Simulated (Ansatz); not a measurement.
# A basis-limit estimate, worked out

An elementary step of AlNH₄SF₂, singlet (AlHSF₂ ([F][Al]([F])[SH]) + NH₃ → AlNH₂F₂ ([NH2][Al]([F])[F]) + H₂S (still joined by a long Al–S bond); bonds formed: S2–H5; dative contacts that become bonds: Al1–N6; bonds broken: H5–N6; bonds weakened to dative contacts: Al1–S2). “Start” is the structure reached by relaxing down from the saddle towards the reactants; PBE0-D4/def2-TZVP structures. The saddle:

Al1  (-0.800, 0.365, -0.384)
S2  (1.537, 0.981, -0.719)
F3  (-1.214, -0.513, -1.721)
F4  (-1.609, 1.748, 0.006)
H5  (1.178, 0.067, 0.377)
N6  (-0.189, -0.631, 1.037)
H7  (1.719, -0.038, -1.577)
H8  (-0.229, -1.641, 0.998)
H9  (-0.392, -0.338, 1.983)
(Å)

Ansatz 0.2.0; basis: def2-TZVPP and def2-QZVPP; cores frozen in the correlated methods.

Energies in eV:

| quantity | saddle | start |
| --- | --- | --- |
| Hartree–Fock, triple zeta (X = 3) | -24366.11578 | -24368.01380 |
| Hartree–Fock, quadruple zeta (X = 4) | -24366.98063 | -24368.87490 |
| MP2 correlation, X = 3 | -27.31642 | -26.86116 |
| MP2 correlation, X = 4 | -29.72479 | -29.27840 |
| CCSD(T) correlation, X = 3 | -29.00796 | -28.59307 |

Q: Work out the barrier at the basis limit: extrapolate Hartree–Fock as E(X) = E∞ + A exp(−7.88 √X) and the MP2 correlation as E(X) = E∞ + B X^−2.97 (the exponents that Neese and Valeev fitted for def2-TZVPP and QZVPP), then add CCSD(T) − MP2 in triple zeta.

A: Each step is linear, so take the differences first (saddle − start): Hartree–Fock 1.89802 (X = 3) and 1.89427 (X = 4); MP2 correlation -0.45526 and -0.44639; CCSD(T) correlation -0.41489.
Two points give E∞ = E(4) + w [E(4) − E(3)], with w = 1/(exp(7.88 (2 − √3)) − 1) = 0.1377 for Hartree–Fock and w = 1/((4/3)^2.97 − 1) = 0.7407 for the correlation.
Hartree–Fock: 1.89427 + 0.1377 × (-0.00375) = 1.8938 eV.
MP2 correlation: -0.44639 + 0.7407 × 0.00887 = -0.4398 eV.
CCSD(T) − MP2: -0.41489 − (-0.45526) = 0.0404 eV.
Sum: 1.8938 + (-0.4398) + 0.0404 = 1.4944 eV, or 34.46 kcal/mol. Plain CCSD(T) in triple zeta gives 1.4831 eV, so the larger basis shifts the result by 0.0113 eV.

The T1 diagnostic stays at or below 0.012.

Labels in which every atom is bracketed show which atoms are joined, not bond orders.

For scale, one of the runs: CCSD(T)/def2-TZVPP, 233 basis functions, launched by `ansatz run in.yaml --threads 4 --pin off --events-out ev --progress --plain --max-ram 9574MiB`. Hardware: 4 CPU threads of an Intel Xeon 6975P-C, shared host. Wall time 32 s; peak host memory 4.4 GiB.
